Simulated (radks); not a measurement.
Problem. The table gives one normalised radial function P(r) = r R(r) of Re70+ in [He] 2s2 2p1 (r in bohr). Calculated with a radial shooting solver on a logarithmic mesh with Libxc functionals: non-relativistic Kohn-Sham, LDA (Slater exchange, Perdew-Wang correlation), spin-unpolarised, spherical densities, point nucleus; relativity is left out, which matters for an element this heavy.

r,P
0.0007413,0.3131
0.00092,0.3833
0.001142,0.4677
0.001417,0.5684
0.001759,0.6870
0.002183,0.8250
0.002709,0.9824
0.003362,1.1574
0.004173,1.3453
0.005179,1.5364
0.006428,1.7147
0.007978,1.8559
0.009901,1.9254
0.01229,1.8788
0.01525,1.6650
0.01893,1.2347
0.02349,0.5565
0.02916,-0.3595
0.03618,-1.4354
0.04491,-2.5096
0.05574,-3.3515
0.06862,-3.7231
0.08517,-3.5238
0.1057,-2.7961
0.1312,-1.8159
0.1628,-0.9306
0.2021,-0.3583
0.2508,-0.0973
0.3113,-0.0172
0.3863,-0.0018
0.4794,-0.0001
0.595,0.0000

Which n and l does it have? It may be an empty orbital.

Solution. n = 2, l = 0: the number of nodes gives n - l - 1 = 1, the rise at small r (about r^(l+1)) gives l, and the extent must fit the shell. The curve is that of 2s. 2s: eigenvalue -17605.3 eV, 1 radial node at r = 0.0269 bohr, <r> = 0.0820 bohr, 90 % of the charge inside 0.125 bohr.
